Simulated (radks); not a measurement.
Values are calculated unless marked as measured or tabulated.
Question: These are the eigenvalues of the occupied orbitals of an atom or ion with whole-number occupations (hartree). Level of theory: non-relativistic Kohn-Sham, BLYP, spin-polarised, spherical densities, point nucleus (a radial shooting solver on a logarithmic mesh with Libxc functionals).

1s up: -160.9500
1s down: -160.9488
2s up: -17.51209
2s down: -17.50260
2p up: -14.51199
2p down: -14.50436
3s up: -2.26048
3s down: -2.22689
3p up: -1.49760
3p down: -1.46407
3d up: -0.38236
4s up: -0.37013

Which element is it, and in what charge state? The configuration may be excited.

Answer: Z = 21, scandium, charge +1: Sc+ in [Ar] 3d(up 1, down 0) 4s1. The list shows which subshells hold electrons but not how many an open one holds; the 1s level, -160.95 hartree, gives Z - s = 17.9 by -(Z - s)^2/2, which with screening narrows Z to a few neighbours, and the depths of the outer levels then fix element, charge and occupations together.
